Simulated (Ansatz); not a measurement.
C$_{3}$H$_{9}$ClOSi (SMILES CC[Si](C)(O)Cl), singlet, geometry from GFN2-xTB; PBE/def2-SV(P) in Ansatz (a program for electronic structure).

Here is a job for Ansatz.
Ansatz 0.2 input:
```yaml
crystal:
  periodic: [false, false, false]
  atoms:
    - {symbol: C, position_ang: [1.63807659, -1.53147456, -1.17195688]}
    - {symbol: C, position_ang: [0.87082282, -0.24220746, -1.45618670]}
    - {symbol: Si, position_ang: [-0.40636879, 0.20884172, -0.11225185]}
    - {symbol: C, position_ang: [-1.75570610, -1.09792240, 0.13017145]}
    - {symbol: O, position_ang: [-1.21869865, 1.57141137, -0.48799194]}
    - {symbol: Cl, position_ang: [0.61056782, 0.51360499, 1.63206168]}
    - {symbol: H, position_ang: [0.95933829, -2.37930775, -1.12194127]}
    - {symbol: H, position_ang: [2.16465670, -1.46030504, -0.22341546]}
    - {symbol: H, position_ang: [2.36847034, -1.72549141, -1.95508000]}
    - {symbol: H, position_ang: [0.36522481, -0.33678783, -2.41853908]}
    - {symbol: H, position_ang: [1.59084500, 0.57228634, -1.56763680]}
    - {symbol: H, position_ang: [-2.29448861, -1.27524145, -0.79468289]}
    - {symbol: H, position_ang: [-2.47706293, -0.77496451, 0.87464193]}
    - {symbol: H, position_ang: [-1.33845110, -2.04381148, 0.46106581]}
    - {symbol: H, position_ang: [-0.79859332, 2.42688959, -0.53616686]}
basis:
  gaussian:
    orbitals: def2-SV_P_.json
hamiltonian:
  xc: pbe
```
The basis file holds def2-SV(P) in the JSON format of the Basis Set Exchange.

Predict the main parts of the log of this Ansatz run.


```
Functional definition: PBE
1458 factors; their error is unknown
mean field evaluation 1: about -25662.0710 eV, gradient 9.2e1 eV
mean field evaluation 2: about -25628.3802 eV, gradient 1.5e2 eV
mean field evaluation 4: about -25681.0328 eV, gradient 1.0e1 eV
mean field evaluation 8: about -25681.2464 eV, gradient 1.9e-1 eV
mean field evaluation 16: about -25681.1666 eV, gradient 3.4e-4 eV
mean field -25681.16655674 eV, -943.7654636403 hartree, gradient 5.9e-5 eV, S^2 0.000000; 0 other end points of the search recorded, 0 dependent functions left out
reference -25681.16659680 eV, -943.7654651126 hartree; 33, 33 occupied and 77, 77 virtual orbitals, 1458 factors
Total energy: -25681.16659680 eV, -943.7654651126 hartree
```
